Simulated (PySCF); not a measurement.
Isomers of C5H4F2O3, one GFN2-xTB conformer each. Single-point energies are computed at PBE0/pcSseg-1 (PySCF, gas phase, no added dispersion term), electronic only.

| SMILES | GFN2-xTB relative energy (kJ/mol) |
| --- | --- |
| COC1=C(C=O)OC1(F)F | 208.3 |
| FC(F)OC1=COC=CO1 | 106.7 |
| O=C1OCC=C1OC(F)F | 8.7 |
| COC(=O)C1=CC(F)(F)O1 | 143.1 |
| Oc1ccc(OC(F)F)o1 | 0.0 |

Conformers: `[CH3:1][O:2][C:3]1=[C:4]([CH:5]=[O:6])[O:7][C:8]1([F:9])[F:10]` with C1–O2–C3–C4 180°, C3–C4–C5–O6 180°; `[F:1][CH:2]([F:3])[O:4][C:5]1=[CH:6][O:7][CH:8]=[CH:9][O:10]1` with F1–C2–O4–C5 156°, C2–O4–C5–C6 147°; `[O:1]=[C:2]1[O:3][CH2:4][CH:5]=[C:6]1[O:7][CH:8]([F:9])[F:10]` with C5–C6–O7–C8 164°, C6–O7–C8–F9 169°; `[CH3:1][O:2][C:3](=[O:4])[C:5]1=[CH:6][C:7]([F:8])([F:9])[O:10]1` with C1–O2–C3–O4 0°, O2–C3–C5–C6 180°; `[OH:1][c:2]1[cH:3][cH:4][c:5]([O:6][CH:7]([F:8])[F:9])[o:10]1` with H–O1–C2–C3 176°, C4–C5–O6–C7 173°, C5–O6–C7–F8 -163°.

Q: What does PBE0/pcSseg-1 give for the same structures?

A: 
```json
{"SMILES": "O=C1OCC=C1OC(F)F", "PBE0/pcSseg-1 E (Eh)": "-617.58056", "PBE0/pcSseg-1 (kJ/mol)": "0.0", "GFN2-xTB (kJ/mol)": "8.7", "point group": "C1"}
{"SMILES": "Oc1ccc(OC(F)F)o1", "PBE0/pcSseg-1 E (Eh)": "-617.55459", "PBE0/pcSseg-1 (kJ/mol)": "68.2", "GFN2-xTB (kJ/mol)": "0.0", "point group": "C1"}
{"SMILES": "COC(=O)C1=CC(F)(F)O1", "PBE0/pcSseg-1 E (Eh)": "-617.53334", "PBE0/pcSseg-1 (kJ/mol)": "124.0", "GFN2-xTB (kJ/mol)": "143.1", "point group": "Cs"}
{"SMILES": "FC(F)OC1=COC=CO1", "PBE0/pcSseg-1 E (Eh)": "-617.50982", "PBE0/pcSseg-1 (kJ/mol)": "185.7", "GFN2-xTB (kJ/mol)": "106.7", "point group": "C1"}
{"SMILES": "COC1=C(C=O)OC1(F)F", "PBE0/pcSseg-1 E (Eh)": "-617.49629", "PBE0/pcSseg-1 (kJ/mol)": "221.2", "GFN2-xTB (kJ/mol)": "208.3", "point group": "Cs"}
```

GFN2-xTB puts Oc1ccc(OC(F)F)o1 lowest instead; measured from each level's own lowest isomer, the values differ by up to 79.0 kJ/mol (FC(F)OC1=COC=CO1: 106.7 against 185.7). As drawn, the lowest has a C(=O)–O unit, which the highest lacks; the highest has a four-membered ring, which the lowest lacks.

Q: Which frontier levels, dipoles and rotational constants go with these structures?

A: 
```
              SMILES  HOMO (eV, PBE0/pcSseg-1)  LUMO (eV)  dipole (D)       A, B, C (MHz)
    O=C1OCC=C1OC(F)F                     -8.07      -1.67        4.60  2954, 871.6, 750.6
    Oc1ccc(OC(F)F)o1                     -6.03       0.51        2.13  3148, 781.3, 662.4
COC(=O)C1=CC(F)(F)O1                     -7.77      -2.28        2.16  3601, 690.4, 646.3
    FC(F)OC1=COC=CO1                     -6.04      -0.41        3.09  3588, 739.3, 687.6
  COC1=C(C=O)OC1(F)F                     -7.15      -2.36        5.85   2001, 1022, 769.9
```
